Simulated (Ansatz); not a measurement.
The cluster Hg₄S₃, 7 atoms. Hardware: 4 threads of Arm Neoverse V2 on a shared host.

In the def2 sets Hg takes a core potential; there is no spin–orbit coupling. Correlated methods freeze 15 core orbitals; core or outer-core shells of Hg are correlated, in sets that lack core-valence functions.

**Question.** How many basis functions does each of these Ansatz runs have, and roughly what does it cost? LDA (SPW92)/def2-TZVP, charge 0 singlet, energy, from earlier orbitals; RPA@PBE/def2-TZVP, charge 0 singlet, energy, from earlier orbitals; r2SCAN-D4/def2-TZVP, charge 0 singlet, energy, from earlier orbitals; HF/def2-TZVP, charge 0 singlet, energy, from earlier orbitals; PBE0-D4/def2-TZVP, charge 0 singlet, energy, from earlier orbitals; r2SCAN-D4/def2-SVP, charge 0 singlet, relaxation, 13 steps; MP2/def2-TZVP, charge 0 singlet, energy, from earlier orbitals; PBE-D4/def2-TZVP, charge 0 singlet, energy and forces, from earlier orbitals; PBE-D4/def2-SVP, charge 0 singlet, energy, from earlier orbitals; r2SCAN0-D4/def2-TZVP, charge 0 singlet, energy, from earlier orbitals; PBE0-D4/def2-SVP, charge 0 singlet, energy, from earlier orbitals.

**Answer.** Other jobs shared the machine, so times can vary by a factor of up to 3. A dash marks memory too small to be measured apart from the calling script's.

```csv
run,functions,fitting or Cholesky vectors,wall time,peak host memory (GiB)
"PBE-D4/def2-SVP, charge 0 singlet, energy, from earlier orbitals",182,1867,3 s,–
"LDA (SPW92)/def2-TZVP, charge 0 singlet, energy, from earlier orbitals",283,2343,3 s,0.61
"PBE0-D4/def2-SVP, charge 0 singlet, energy, from earlier orbitals",182,1780,6 s,0.63
"PBE-D4/def2-TZVP, charge 0 singlet, energy and forces, from earlier orbitals",283,2343,7 s,0.61
"HF/def2-TZVP, charge 0 singlet, energy, from earlier orbitals",283,3130,10 s,1.9
"MP2/def2-TZVP, charge 0 singlet, energy, from earlier orbitals",283,2140,12 s,1.1
"r2SCAN-D4/def2-TZVP, charge 0 singlet, energy, from earlier orbitals",283,2343,15 s,0.67
"PBE0-D4/def2-TZVP, charge 0 singlet, energy, from earlier orbitals",283,2589,16 s,1.4
"RPA@PBE/def2-TZVP, charge 0 singlet, energy, from earlier orbitals",283,2140,21 s,1.1
"r2SCAN0-D4/def2-TZVP, charge 0 singlet, energy, from earlier orbitals",283,2589,21 s,1.5
"r2SCAN-D4/def2-SVP, charge 0 singlet, relaxation, 13 steps",182,1867,70 s,–
```
